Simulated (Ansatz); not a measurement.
Born–Oppenheimer molecular dynamics of C₂H₉NSSi (14 atoms, charge 0, multiplicity 1). It starts at the highest image of a converged band. Of that band: Neighbouring images differ by up to 1.3 eV, so the band resolves the path poorly. A vibrational analysis at the climbing image gives one clearly imaginary mode, 1427i cm⁻¹: a first-order saddle point.

Computed with RKS BLYP/6-31G* (Ansatz 0.2.0).

```json
{"ensemble": "NVE (velocity Verlet)", "time step": "0.5 fs", "steps asked": "200", "starting velocities drawn for": "100 K", "seed": "9134"}
```

First frame:

```xyz
14
Properties=species:S:1:pos:R:3
C -1.893 0.310 0.777
C -0.589 0.491 -0.030
S 0.567 1.758 0.765
Si 0.307 -1.189 -0.408
N 1.865 -0.538 -1.296
H -2.398 1.274 0.955
H -1.697 -0.153 1.760
H -2.591 -0.350 0.230
H -0.825 0.976 -0.994
H 0.892 1.008 1.857
H 0.684 -1.703 0.978
H 0.846 -1.210 -1.990
H 2.143 0.457 -1.209
H 2.678 -1.160 -1.367
```

What does the run give?

The run went to its last step.

| Quantity | Value |
| --- | --- |
| steps done | 200 |
| time covered | 100 fs |
| mean temperature over the second half | 966 K |
| spread of the potential energy over the second half | 25.2 meV per atom |
| mean potential energy of the second half above the start | -96.0 meV per atom |

The conserved energy stayed within 0.34 meV per atom of its start (net change -0.057 meV per atom), so the integration is sound. The kinetic energy rose, since the run started high on the potential surface and went downhill. A run of 0.1 ps of so small a system gives no equilibrium averages. The orbitals stay closed-shell, which can raise the energy where a bond breaks towards radicals; this wasn't checked here.

What happens to the structure?

Between its relaxed ends the band would form N5–H12 and break Si4–H12. These pairs go: N5–H12 1.40 → 2.82 Å, Si4–H12 1.67 → 1.77 Å. In the last frame they stand as before the step (other bonds may differ from the relaxed reactants and products). These pairs come and go: their bonding changes 6 times, last at 68 of 100 fs, so the outcome isn't settled. It ends as one piece, C2H9NSSi. Pairs count as bonded within 1.25 times the sum of covalent radii (0.12 Å more for H–H). Another seed would give other details.

How do temperature and energy run in time?


| time (fs) | T (K) | potential energy less start (eV) | conserved less start (meV/atom) |
| --- | --- | --- | --- |
| 0 | 100 | 0.000 | 0.00 |
| 3 | 67 | 0.052 | 0.04 |
| 6 | 63 | 0.057 | 0.03 |
| 9 | 128 | -0.043 | 0.06 |
| 12 | 396 | -0.458 | 0.09 |
| 15 | 999 | -1.395 | 0.00 |
| 18 | 1607 | -2.341 | -0.20 |
| 21 | 1565 | -2.274 | -0.15 |
| 24 | 1046 | -1.468 | -0.02 |
| 27 | 590 | -0.759 | 0.06 |
| 30 | 548 | -0.695 | 0.05 |
| 33 | 828 | -1.132 | -0.19 |
| 36 | 787 | -1.064 | 0.14 |
| 39 | 1084 | -1.530 | -0.28 |
| 42 | 825 | -1.124 | 0.01 |
| 45 | 696 | -0.924 | 0.03 |
| 48 | 942 | -1.305 | 0.02 |
| 51 | 1366 | -1.966 | -0.21 |
| 54 | 1094 | -1.542 | -0.01 |
| 57 | 1116 | -1.579 | -0.24 |
| 60 | 1046 | -1.469 | -0.08 |
| 63 | 686 | -0.909 | 0.01 |
| 66 | 507 | -0.631 | 0.04 |
| 69 | 661 | -0.870 | 0.01 |
| 72 | 959 | -1.333 | -0.09 |
| 75 | 1209 | -1.721 | -0.07 |
| 78 | 1329 | -1.907 | -0.12 |
| 81 | 1091 | -1.537 | -0.02 |
| 84 | 894 | -1.231 | 0.01 |
| 87 | 826 | -1.127 | -0.03 |
| 90 | 773 | -1.043 | 0.04 |
| 93 | 911 | -1.259 | -0.08 |
| 96 | 976 | -1.359 | -0.03 |
| 99 | 1024 | -1.434 | -0.04 |

Run time: 5.5 min on 2 threads of Intel(R) Xeon(R) Platinum 8488C (Sapphire Rapids), on a shared host, peak memory 0.17 GiB.
